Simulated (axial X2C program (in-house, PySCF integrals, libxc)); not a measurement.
## Spin–orbit effects down a group: molecules with Na (ions), MP2

All values come from calculations with an axial X2C code built on PySCF integrals, spin-free (one-electron X2C) or two-component (2c: spin–orbit coupling with atomic mean-field Coulomb and Gaunt terms, which also bring small scalar terms), in Dyall basis sets with cores contracted in-house; open shells are unrestricted.

Basis sets: As dyall-cv3z, N dyall-av3z, Na dyall-cv3z, P dyall-v3z. Frozen shells (counts by l): NaN⁺ Na 1s, N 1s, 13 electrons correlated; NaP⁺ P 2s1p, Na 1s, 13 electrons correlated; NaAs⁺ As 3s2p1d, Na 1s, 13 electrons correlated. Where the outer core of a metal is frozen, bonds come out longer and ionisation energies lower.

| molecule | spin-free state | Re (Å) | ωe (cm⁻¹) | De (eV) | 2c state | Re 2c (Å) | ωe 2c (cm⁻¹) | De 2c (eV) |
| --- | --- | --- | --- | --- | --- | --- | --- | --- |
| NaN⁺ | M_S = 3/2, Λ = 0 | 2.654 | 139.0 | 0.12 | Ω = 3/2 | 2.654 | 139.0 | 0.12 |
| NaP⁺ | M_S = 3/2, Λ = 0 | 3.055 | 127.8 | 0.23 | Ω = 3/2 | 3.055 | 127.8 | 0.23 |
| NaAs⁺ | M_S = 3/2, Λ = 0 | 3.141 | 109.8 | 0.25 | Ω = 3/2 | 3.141 | 109.9 | 0.26 |

Fragments in 2c: Na+ + N, P + Na+, As + Na+. Each entry is the lowest single determinant of a limited PBE0 search at one distance. De goes to single-determinant-based atoms at the same level (for ions the charge split of lowest energy) and is withheld (n/a) where an atom does not fit its ground term or J level. Main or longest-lived isotopes. One determinant is a doubtful description, or other states lie close, for NaN⁺, NaP⁺, NaAs⁺; these need not be ground states, and all values refer to the states named. With several unpaired electrons the Ω given is that of one determinant, not necessarily of the lowest component.
